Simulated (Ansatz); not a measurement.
Mulliken charges of `F/C=C(/Cl)Br` from r2SCAN/def2-TZVPP in Ansatz (PBE0-D4/def2-TZVP geometry).

```json
{"atom": "F1", "x (Å)": "-0.936", "y (Å)": "1.265", "z (Å)": "0.862", "charge (e)": "-0.173"}
{"atom": "C2", "x (Å)": "-0.449", "y (Å)": "0.063", "z (Å)": "0.593", "charge (e)": "0.110"}
{"atom": "C3", "x (Å)": "0.356", "y (Å)": "-0.157", "z (Å)": "-0.437", "charge (e)": "0.013"}
{"atom": "Cl4", "x (Å)": "0.957", "y (Å)": "-1.728", "z (Å)": "-0.740", "charge (e)": "-0.057"}
{"atom": "Br5", "x (Å)": "0.877", "y (Å)": "1.205", "z (Å)": "-1.603", "charge (e)": "-0.003"}
{"atom": "H6", "x (Å)": "-0.762", "y (Å)": "-0.713", "z (Å)": "1.279", "charge (e)": "0.110"}
```

By hand: the dipole of these point charges (1 e Å = 4.8032 D).

Σ q r = (-0.024, -0.198, 0.098) e Å, of length 0.222 e Å = 1.07 D.

How does the dipole of the full density compare? (Estimate.)

Computed: (-0.061, -0.159, 0.136) e Å, 1.05 D; the point charges give 1.02 times that, at 17° from its direction.

Point charges leave out the atoms' own dipoles, such as those of lone pairs, and Mulliken's split depends on the basis, so the close match here is no proof of good charges.
